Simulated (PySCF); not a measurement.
# How methods differ on the excitation energy of C

C [He] 2s2 2p2 (3P) → C [He] 2s2 2p1 3s1 (3P), as a difference of total energies. All numbers are calculated (PySCF 2.14, scalar relativity by spin-free X2C-1e, in aug-cc-pCVTZ-DK). Correlated levels: valence: 1s2 frozen; valence and next inner shell: nothing frozen. The calculations carry no spin-orbit coupling.

| method | excitation energy (cm⁻¹) | error (cm⁻¹) |
| --- | --- | --- |
| UHF | 60909 | +566 |
| LDA | 64594 | +4251 |
| PBE | 63342 | +2998 |
| PBE0 | 63565 | +3222 |
| r2SCAN | 65704 | +5360 |
| B2PLYP | 63286 | +2942 |
| wB97M-V | 63443 | +3100 |
| TPSSh | 63647 | +3303 |
| r2SCANh | 65514 | +5170 |
| MP2 (valence) | 63062 | +2718 |
| SCS-MP2 (valence) | 62262 | +1919 |
| MP2 (valence and next inner shell) | 63183 | +2839 |
| SCS-MP2 (valence and next inner shell) | 62325 | +1981 |

Reference: 60343 cm⁻¹ (measured; NIST levels, between the centres of gravity of the two terms).

Errors of the correlated levels include the incompleteness of this basis and the frozen core.

The promoted electron is Rydberg-like, and one or two diffuse shells describe it only roughly, which tends to raise the upper state.
